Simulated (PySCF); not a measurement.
Cl2FHOSn, SMILES [Cl][Sn]([OH])([F])[Cl].

Geometry optimised at B3LYP-D3(BJ)/def2-SVP. The def2 effective core potentials stand for the cores of Sn; spin–orbit coupling is left out. One conformer was computed; it need not be the lowest.

Computed with B3LYP/def2-TZVP in PySCF.

The molecule is in vacuum.

```yaml
total_energy: -1310.71796 hartree
point_group: Cs
highest_occupied_level: -9.47 eV
lowest_empty_level: -3.61 eV
orbital_gap: 5.86 eV
dipole_moment: 0.95 D
quadrupole, principal values (traceless, Buckingham form, about the centre of nuclear charge): -7.48, -0.06, 7.53 D·Å
mean_static_polarisability: 63.8 bohr³ (9.46 Å³)
polarisability_principal_values: 51.3, 64.5, 75.6 bohr³
```
